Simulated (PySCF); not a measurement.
C7H12O.
SMILES with atom numbers: `[CH3:1][O:2][C@@H:3]1[CH2:4][C@@H:5]2[CH2:6][CH2:7][C@H:8]12` (hydrogens: H9, H10, H11 on C1; H12 on C3; H13, H14 on C4; H15 on C5; H16, H17 on C6; H18, H19 on C7; H20 on C8)

The calculation used PySCF 2.14.0, PBE0-D3(BJ)/def2-SVP geometry optimisation, gas phase.

Task: What internal coordinates does the optimisation give?

Result: 
```tsv
bond	length (pm)	order
C1–O2	139.5	single
O2–C3	139.1	single
C3–C4	153.5	single
C4–C5	154.6	single
C5–C6	153.5	single
C6–C7	154.6	single
C7–C8	154.4	single
C3–C8	154.4	single
C5–C8	156.2	single
C1–H9, C1–H11	110.3	single
C1–H10	110.9	single
C3–H12	111.0	single
C4–H13	109.9	single
C4–H14	110.1	single
C5–H15	109.9	single
C6–H16	110.1	single
C6–H17	110.2	single
C7–H18	110.1	single
C7–H19	109.9	single
C8–H20	110.0	single
```

Bonds in one row agree within 1 pm and their mean is given. Orders are formal, as drawn. A selection of angles:
```tsv
angle	degrees
C1–O2–C3	113.1
O2–C3–C4	114.5
O2–C3–C8	118.7
C4–C3–C8	90.2
C3–C4–C5	90.1
C4–C5–C6	114.4
C4–C5–C8	89.1
C6–C5–C8	90.0
C5–C6–C7	89.6
C6–C7–C8	90.3
C3–C8–C7	114.2
C3–C8–C5	89.2
C5–C8–C7	88.8
```

Torsions: C1–O2–C3–C4 176° (antiperiplanar); O2–C3–C4–C5 -131° (anticlinal); C3–C4–C5–C6 98° (anticlinal); C4–C5–C6–C7 -80° (synclinal); C5–C6–C7–C8 -9° (synperiplanar); C6–C7–C8–C3 97° (anticlinal); O2–C3–C8–C7 39° (synclinal); C4–C5–C8–C7 106° (anticlinal).

The 4-membered ring C5–C6–C7–C8 has internal angles of 88.8° to 90.3°; it is slightly puckered (a soft mode that the optimisation may not have finished), 0.06 Å rms from its mean plane, widest ring torsion 9°. O2 (ether oxygen) is bent (angle 113.1°). The 4-membered ring C3–C4–C5–C8 has internal angles of 89.1° to 90.2° (sum 359°, against 360° for a flat polygon); it is slightly puckered (a soft mode that the optimisation may not have finished), 0.06 Å rms from its mean plane, widest ring torsion 9°. Of the pairs four or more bonds apart, O2···H18 is among the closest relative to their van der Waals radii: 2.51 Å, 92 % of the sum of Bondi's values. The 7 C–C bonds span 1.535 Å (C3–C4, drawn single) to 1.562 Å (C5–C8, drawn single), a spread of 0.027 Å.

Point group: C1 (no symmetry element, even within 0.4 Å). No PBE0-D3(BJ)/def2-SVP frequencies stand behind this structure, so it isn't proved a minimum. One conformer, not necessarily the lowest.
